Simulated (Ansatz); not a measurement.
Compare A (`C[N]1[SiH2][SbH]1`) with its isomer B (`C=N[SiH2][SbH2]`).

Calculated with Ansatz (gas phase, PBE0-D4/def2-TZVP geometries, no zero-point term in ΔE). CCSD(T)/CBS is the MP2 limit (def2-TZVPP, def2-QZVPP) plus CCSD(T) − MP2 in def2-TZVPP, frozen cores. DFT in def2-TZVPP. B3LYP here is the variant with VWN-RPA as its local correlation; programs differ in this. def2 core potentials past Kr. For Sb outer-core shells are correlated without core-valence functions, which leaves a few kJ/mol of doubt a bond. One conformer a species, not always the lowest.

Question: Which is lower in electronic energy at CCSD(T)/CBS, and by how much? (Estimate.)

Answer: Ansatz gave: B, by 1.7 kJ/mol. So small a gap doesn't settle the order.

Question: Give E(B) − E(A) in kJ/mol with B3LYP, PBE0-D4, r2SCAN-D4, CCSD/def2-TZVPP, CCSD(T)/def2-TZVPP, B2PLYP, HF/def2-TZVPP. (An estimate is asked.)

Answer: Ansatz gave: B3LYP -14.1, PBE0-D4 0.8, r2SCAN-D4 -1.8, CCSD/def2-TZVPP -14.5, CCSD(T)/def2-TZVPP -10.1, B2PLYP -7.5, HF/def2-TZVPP -43.7. The order is the other way round with PBE0-D4.

Largest T1 diagnostic: 0.015.

In def2-TZVPP, CCSD(T) changes the Hartree–Fock value by +33.7 kJ/mol (the triples alone add +4.4 kJ/mol) and MP2 by +51.0 kJ/mol.
